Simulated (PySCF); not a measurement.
**Orbital picture of TlC**

PBE0 at R = 2.280 Å; basis Tl cc-pVTZ-PP with ECP60, C cc-pVTZ; scalar-relativistic core potentials; PySCF 2.14. State: ⁴Σ⁻ (quartet), unpaired electrons σ ↑, π ↑↑. Only the outer orbitals are listed, counted within each symmetry, core potentials removing the inner ones.

```
spin  orbital  occ.  ε (eV)  on Tl (%)           main shells (%)
   α       5σ     1  -15.60         32  68 C s, 18 Tl d, 11 Tl s
   α       6σ     1  -10.65         75   74 Tl s, 13 C p, 12 C s
   α       3π     1   -6.17         14           86 C p, 12 Tl p
   α       3π     1   -6.17         14           86 C p, 12 Tl p
   α       7σ     1   -5.99         39  60 C p, 27 Tl p, 11 Tl s
   α       4π     0   -1.47         90           88 Tl p, 10 C p
   α       4π     0   -1.47         90           88 Tl p, 10 C p
   α       8σ     0    0.60         98            90 Tl p, 9 C p
   β       5σ     1  -12.67         48           50 C s, 41 Tl s
   β       6σ     1   -8.95         63           54 Tl s, 34 C s
   β       3π     0   -2.13         79           78 Tl p, 21 C p
   β       3π     0   -2.13         79           78 Tl p, 21 C p
   β       7σ     0   -1.79         45           50 C p, 37 Tl p
```

Question: Which are the highest filled and the lowest empty level, where do they sit, and how wide is the gap?

Answer: Highest filled α 7σ at -5.99 eV (in %: 60 C p, 27 Tl p, 11 Tl s); lowest empty β 3π at -2.13 eV (in %: 78 Tl p, 21 C p); the gap at PBE0 is 3.86 eV.

| Item | Value |
| --- | --- |
| bond order (Mayer) | 1.18 |
| ⟨S²⟩ | 3.755 |
| charge on Tl (Mulliken, basis-dependent) | 0.35 |
| charge on Tl (Löwdin, basis-dependent) | 0.27 |
| dipole moment (positive dipole means Tl(−)C(+)) | -3.23 D |
| polarisability along the bond | 76.2 bohr³ |
| polarisability across the bond | 39.2 bohr³ |

Spin–orbit coupling is left out, which matters for elements this heavy, above all for dissociation energies. The state was picked by a PBE0 search and need not be the measured ground state.
